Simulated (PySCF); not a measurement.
Molfile (atoms numbered from 1):
```
C2H8FNSi
     RDKit          3D

 13 12  0  0  0  0  0  0  0  0999 V2000
    1.3425   -0.3018    0.6393 C   0  0  0  0  0  0  0  0  0  0  0  0
    0.6434    0.2340   -0.5875 C   0  0  2  0  0  0  0  0  0  0  0  0
    0.6624    1.6364   -0.5453 F   0  0  0  0  0  0  0  0  0  0  0  0
   -1.2022   -0.2213   -0.7162 Si  0  0  0  0  0  4  0  0  0  0  0  0
   -1.9350    0.5382    0.6566 N   0  0  0  0  0  0  0  0  0  0  0  0
    1.4043   -1.4001    0.5946 H   0  0  0  0  0  0  0  0  0  0  0  0
    0.7919   -0.0282    1.5517 H   0  0  0  0  0  0  0  0  0  0  0  0
    2.3651    0.1004    0.7095 H   0  0  0  0  0  0  0  0  0  0  0  0
    1.1894   -0.0682   -1.5000 H   0  0  0  0  0  0  0  0  0  0  0  0
   -1.4151   -1.6985   -0.6196 H   0  0  0  0  0  0  0  0  0  0  0  0
   -1.6826    0.2289   -2.0650 H   0  0  0  0  0  0  0  0  0  0  0  0
   -2.9048    0.3562    0.8886 H   0  0  0  0  0  0  0  0  0  0  0  0
   -1.7121    1.5187    0.8000 H   0  0  0  0  0  0  0  0  0  0  0  0
  1  2  1  0
  2  3  1  0
  2  4  1  0
  4  5  1  0
  1  6  1  0
  1  7  1  0
  1  8  1  0
  2  9  1  6
  4 10  1  0
  4 11  1  0
  5 12  1  0
  5 13  1  0
M  END
```

Geometry: PBE0-D3(BJ)/def2-SVP; GIAO shifts from PySCF, gas phase, non-relativistic, averaged over equivalent atoms.

At PBE0/cc-pVDZ (114 basis functions, 4.7 s wall time on 1 thread of an AMD EPYC 9R45 96-Core, shared host):
| atoms | δ (ppm) |
| --- | --- |
| C2 | 83.9 |
| C1 | 19.2 |
| F3 | -227.2 |
| Si4 | -32.5 |
| N5 | -3.6 |
| H11 | 4.97 |
| H9 | 4.55 |
| H10 | 4.47 |
| H6/H7/H8 | 1.49 |
| H12/H13 | -0.25 |

Shifts are taken against calculated references (same method and geometry level): ¹³C (σ = 196.75 ppm) and ²⁹Si (σ = 418.61 ppm) and ¹H (σ = 31.29 ppm) vs TMS; CFCl3 for ¹⁹F (σ = 200.93 ppm); ¹⁵N (σ = 273.12 ppm) against NH3.

What do these become at PBE0/cc-pVTZ?

Answers


```
   atoms  δ at PBE0/cc-pVTZ  change
      C2               86.7    +2.8
      C1               18.5    -0.7
      F3             -237.3   -10.1
     Si4              -29.1    +3.4
      N5               -1.3    +2.3
     H11               5.09   +0.12
      H9               4.69   +0.14
     H10               4.59   +0.12
H6/H7/H8               1.53   +0.04
 H12/H13              -0.02   +0.23
```

References, each an isolated molecule treated in the same way: ¹³C (σref 187.29) and ²⁹Si (σref 360.00) and ¹H (σref 31.29) against TMS; CFCl3 for ¹⁹F (σref 182.60); ¹⁵N (σref 266.77) against NH3.

The largest change is at F3 (fluorine on an sp3 carbon). Cost: 266 basis functions, 15 s wall time on 1 thread of an AMD EPYC 9R45 96-Core, shared host.

Unscaled 19F shifts against computed CFCl3 carry errors that often reach 10 to 50 ppm. Experimental scales use liquid or dissolved standards, which lie at an offset from isolated NH3 (liquid NH3: subtract about 20 ppm).
